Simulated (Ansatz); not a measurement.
A nudged elastic band was laid between two geometries of AlClFH3Si (7 atoms, charge 0, multiplicity 1).

All numbers below come from Ansatz, RKS B3LYP-D4/def2-SVP.

```
movable images  : 7
climbing image  : yes
spring          : 5.0 eV/Å²
optimiser       : quadratic models (default)
start path      : IDPP
force threshold : 0.03 eV/Å
iteration limit : 60
end points      : relaxed
```

Initial state:

```xyz
7
Properties=species:S:1:pos:R:3
F -1.972 0.864 -0.010
Si -0.373 0.955 0.334
Al 0.703 -1.146 -0.353
Cl -0.490 -2.626 -1.278
H 0.188 2.143 -0.382
H -0.230 1.218 1.800
H 2.236 -1.478 -0.156
```

Final state:

```xyz
7
Properties=species:S:1:pos:R:3
F -2.087 0.867 0.067
Si -0.463 0.918 0.299
Al 0.480 -1.229 -0.431
Cl 2.576 -1.442 -0.205
H 0.076 2.076 -0.477
H -0.214 1.193 1.748
H -0.308 -2.451 -1.047
```

Which bonds break or form, and what moves?

No bond is made or broken. The dihedral H5–Si2–Al3–Cl4 goes from -118 to 62°.

Give the energies along the band, and the barrier.

The run converged. The highest image is number 4 of 0 to 8, 0.013 eV above the first end and 0.034 eV above the last; the last end lies 0.021 eV below the first. A vibrational analysis at the climbing image gives no mode beyond 40i cm⁻¹: the surface is too flat there to confirm a saddle point.

| image | path coordinate (Å) | energy (eV) | dihedral H5–Si2–Al3–Cl4 (°) |
| --- | --- | --- | --- |
| 0 | 0.00 | 0.000 | -118 |
| 1 | 0.65 | 0.002 | -95 |
| 2 | 1.30 | 0.006 | -72 |
| 3 | 1.95 | 0.012 | -50 |
| 4 | 2.60 | 0.013 | -28 |
| 5 | 3.26 | 0.006 | -5 |
| 6 | 3.91 | -0.007 | 18 |
| 7 | 4.57 | -0.017 | 40 |
| 8 | 5.22 | -0.021 | 62 |

What is the geometry of the highest image?


```xyz
7
Properties=species:S:1:pos:R:3
F -2.036 0.433 0.652
Si -0.482 0.890 0.383
Al 0.743 -1.133 -0.317
Cl 0.834 -1.534 -2.393
H -0.486 1.960 -0.658
H 0.035 1.488 1.651
H 1.454 -2.172 0.637
```

The run took 2.5 min on 1 thread of Arm Neoverse V1, with other jobs on the host, peak memory 0.16 GiB.
